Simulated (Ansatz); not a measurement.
CH7NSi2 can be A, `NC1[SiH2][SiH2]1`, or B, `C1N[SiH2][SiH2]1`.

Calculated with Ansatz (gas phase, PBE0-D4/def2-TZVP geometries, no zero-point term in ΔE). CCSD(T)/CBS adds triple-zeta CCSD(T) − MP2 to the extrapolated MP2 energy (def2 sets, frozen cores). Functionals use def2-TZVPP. B3LYP here is the variant with VWN-RPA as its local correlation; programs differ in this. Each species was taken in one conformer, which may not be the lowest.

A:

Z-matrix (Å, degrees):
```
C
Si 1 1.914
Si 1 1.914 2 71.9
N 1 1.447 2 114.9 3 109.7
H 1 1.097 2 114.2 3 -109.0
H 2 1.483 1 116.3 3 111.0
H 2 1.480 1 115.2 3 -112.3
H 3 1.480 1 115.2 2 112.3
H 3 1.483 1 116.3 2 -111.0
H 4 1.012 1 111.8 2 -159.5
H 4 1.012 1 111.8 2 78.9
```

B:

Z-matrix (Å, degrees):
```
C
Si 1 1.919
N 1 1.466 2 97.1
H 1 1.097 2 112.9 3 -118.7
H 1 1.097 2 112.9 3 118.7
Si 2 2.327 1 75.8 3 0.0
H 2 1.488 1 114.5 3 116.9
H 2 1.488 1 114.5 3 -116.9
H 3 1.007 1 118.4 2 180.0
H 6 1.494 2 120.7 1 -112.0
H 6 1.494 2 120.7 1 112.0
```

Which is lower in electronic energy at CCSD(T)/CBS, and by how much? (An estimate is asked.)

Ansatz gave: B, by 128.7 kJ/mol.

Give E(B) − E(A) in kJ/mol with CCSD/def2-TZVPP, ωB97M-V, LDA (SPW92), B2PLYP, r2SCAN-D4, PBE0-D4, B3LYP-D4. (Estimate.)

Computed: CCSD/def2-TZVPP -132.1, ωB97M-V -128.9, LDA (SPW92) -117.3, B2PLYP -129.9, r2SCAN-D4 -120.7, PBE0-D4 -124.0, B3LYP-D4 -128.2. None reverses the order clearly.

Does the order hold for the free energy at 298.15 K (harmonic terms from PBE0-D4)? (Best estimate.)

The calculation gave: Yes: G(B) − G(A) = -125.4 kJ/mol, for one conformer each.

Largest T1 diagnostic: 0.013.

At CCSD(T), def2-SVP lies +7.8 kJ/mol from the extrapolated value and def2-TZVPP +0.1 kJ/mol. From r2SCAN to r2SCAN0 (25 % exact exchange), in def2-TZVPP and without D4, E(B) − E(A) moves by −5.8 kJ/mol.
